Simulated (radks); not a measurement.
Results of a calculation; reference values are marked as such.
Trend from Ni3+ to Pt3+: ionisation energy by Delta-SCF between NIST ground configurations, and size. Level of theory: scalar-relativistic Kohn-Sham, SCAN, spin-polarised, spherical densities, finite nucleus; open shells are filled with parallel spins first (spin-orbit coupling, left out, can overturn this in heavy ions); meta-GGA in the generalised Kohn-Sham scheme; Fermi nuclear charge, rms radius of each element as measured or else 0.836 A^(1/3) + 0.57 fm (a radial shooting solver on a logarithmic mesh with Libxc functionals).

species  configuration  configuration of the ion  IE (eV)  NIST (eV)       kind  outermost  <r> outermost (bohr)  r at 0.001 e/bohr^3 (bohr)
Ni3+          [Ar] 3d7                  [Ar] 3d6   54.253       54.9  semi-emp.         3d                 0.911                        2.66
Pd3+          [Kr] 4d7                  [Kr] 4d6   47.195         46     theory         4d                  1.31                        3.10
Pt3+     [Xe] 4f14 5d7             [Xe] 4f14 5d6   43.807         43     theory         5d                  1.49                        3.31

Reference values: NIST Atomic Spectra Database (exp. = measured, semi-emp. = semi-empirical, theory = theoretical value adopted there). Open shells are spherical and high-spin; term and fine-structure splittings are not resolved. Spin-orbit splitting is averaged out at the scalar-relativistic level.
